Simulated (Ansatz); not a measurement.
`[SiH3]/N=C\[SiH2][SiH3]` and `[AlH2][O]/C=N\[SiH3]` differ in one atom or group.

Ansatz, PBE0-D4/def2-TZVP geometries, multiplicity 1. Each molecule was computed in one conformer, which needn't be the lowest.

```csv
property,`[SiH3]/N=C\[SiH2][SiH3]`
LUMO energy (PBE/def2-TZVPP) / eV,-2.63
HOMO–LUMO gap (PBE/def2-TZVPP) / eV,2.79
HOMO–LUMO gap (ωB97M-V/def2-TZVPP) / eV,9.36
size of the dipole moment (B3LYP/def2-TZVPP) / D,1.23
HOMO–LUMO gap (B3LYP/def2-TZVPP) / eV,4.65
HOMO energy (PBE/def2-TZVPP) / eV,-5.42
```

Question: What does the change do to each property? (An estimate is asked.)

Answer: Ansatz gave: 
| property | `[AlH2][O]/C=N\[SiH3]` | shift |
| --- | --- | --- |
| LUMO energy (PBE/def2-TZVPP) / eV | -2.46 | 0.17 |
| HOMO–LUMO gap (PBE/def2-TZVPP) / eV | 3.59 | 0.80 |
| HOMO–LUMO gap (ωB97M-V/def2-TZVPP) / eV | 9.69 | 0.33 |
| size of the dipole moment (B3LYP/def2-TZVPP) / D | 3.06 | 1.83 |
| HOMO–LUMO gap (B3LYP/def2-TZVPP) / eV | 5.30 | 0.65 |
| HOMO energy (PBE/def2-TZVPP) / eV | -6.05 | -0.63 |

With PBE0 the HOMO falls by 0.75 eV and the LUMO falls by 0.05 eV, so the gap widens by about 0.70 eV. PBE moves the HOMO by -0.63 eV and ωB97M-V by -0.85 eV. Dipoles are sizes alone; their direction can turn.

B3LYP here is the variant with VWN-RPA as its local correlation; programs differ in this.
